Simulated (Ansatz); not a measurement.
Two spin states of Mg2-, each at its own minimum; 2S+1 = 2, 4 were tried, and our sources give no spin for the ground state.

| level | energy of the multiplicity-4 state above the multiplicity-2 state (eV) |
|---|---|
| PBE/def2-TZVPP | 1.104 |
| PBE0/def2-TZVPP | 1.074 |
| CCSD/def2-TZVPP | 1.195 |
| CCSD(T)/def2-TZVPP | 1.173 |

The rows run from 1.074 (PBE0/def2-TZVPP) to 1.195 eV (CCSD/def2-TZVPP).

Each state is the lowest solution found for its spin in def2 and cc sets.

Correlated levels freeze the inner cores; with def2 sets outer-core shells near the valence are correlated too.

Doubts at one or more of the structures used: a spin-contaminated determinant (CCSD/def2-TZVPP, CCSD(T)/def2-TZVPP).

Programs: Ansatz (Gaussian orbitals). Values without a source in brackets are computed.

Ansatz is a quantum-chemistry and plane-wave program.
